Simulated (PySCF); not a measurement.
Polarisability and C₆ of Nb⁺ (niobium, charge +1)

[Kr] 4d4, high-spin 5D determinant. Computed with PySCF 2.14 in aug-cc-pwCVTZ-PP with ECP28MDF (8s8p7d4f3g, 122 functions), with a scalar-relativistic core potential. Coupled (time-dependent) response in atomic units; α is the mean over directions.

```tsv
method	mean α (bohr³)	α xx, yy, zz	C₆ (like pair)	S(−4)
PBE0	27.82	29.70, 29.70, 24.07	181.6	613.9
PBEsol	28.83	24.99, 24.99, 36.50	189.3	690.3
```

S(−4) is the Cauchy moment in α(ω) = α(0) + S(−4) ω² + …

Spin-orbit coupling is absent.

α(iu) at PBEsol:

```csv
u (hartree),α(iu) (bohr³)
0,28.83
0.0500,27.25
0.100,23.82
0.200,17.53
0.300,13.56
0.500,9.144
0.750,6.282
1.00,4.638
1.50,2.837
2.00,1.900
3.00,1.006
5.00,0.4110
```

A single London oscillator, α(iu) = α/(1 + u²/ω²), gives C₆ = (3/4) ω α². Matching the computed C₆ needs ω = 4 × 189.3 / (3 × 28.83²) = 0.304 hartree.

For an ion, C₆ is the dispersion term alone; charge-induced terms of lower order in 1/R come first.

The components differ because the open shell of this determinant is not spherical; for a pure term their mean is the scalar polarisability.

Energies and moments cover only the electrons outside the core potential.
